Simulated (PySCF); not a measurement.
CH2O2, charge +1, doublet, at a GFN2-xTB geometry (a state made from the parent by changing its charge; the spin is typed, not shown lowest), atoms displaced at random by about 0.02 Å a coordinate. Base run: PySCF with PBE0/STO-3G.

The PySCF input:
```python
from pyscf import gto, scf, dft
from pyscf.geomopt import geometric_solver

mol = gto.Mole()
mol.atom = '''
    O     0.820383   -0.744081   -0.067921
    C    -0.235121   -0.143152    0.025255
    O    -0.718836    0.946058    0.059366
    H     1.730049   -0.263914   -0.040052
    H    -1.113668   -0.957358   -0.000264
'''
mol.basis = 'sto-3g'
mol.charge = 1
mol.spin = 1
mol.verbose = 3
mol.build()

def method(m):
    mf = dft.UKS(m)
    mf.xc = 'pbe0'
    return mf

conv, mol_eq = geometric_solver.kernel(method(mol), maxsteps=100)
print('optimisation converged:', conv)
print(mol_eq.tostring(format='xyz'))
mf = method(mol_eq)
mf.kernel()
```

The base run was repeated with changes; each row names its change, and settings that it needs were set with it.

| change | ΔE vs base (kcal/mol) | optimiser steps | core-seconds (rough) | outcome |
|---|---|---|---|---|
| base | 0.000 | 8 | 30 | converged |
| coordsys = cart | 0.000 | 12 | 40 | converged |
| convergence_set = GAU_LOOSE | 0.000 | 8 | 30 | converged |
| coordsys = prim | 0.000 | 8 | 30 | converged |
| convergence_set = GAU_VERYTIGHT | - | - | - | not converged |
| convergence_set = NWCHEM_LOOSE | 0.000 | 8 | 30 | converged |
| trust = 0.02 | 0.000 | 11 | 30 | converged |

Open shells are given as the SCF converged; they aren't shown to be the lowest states, and a large step between rows can be another state.
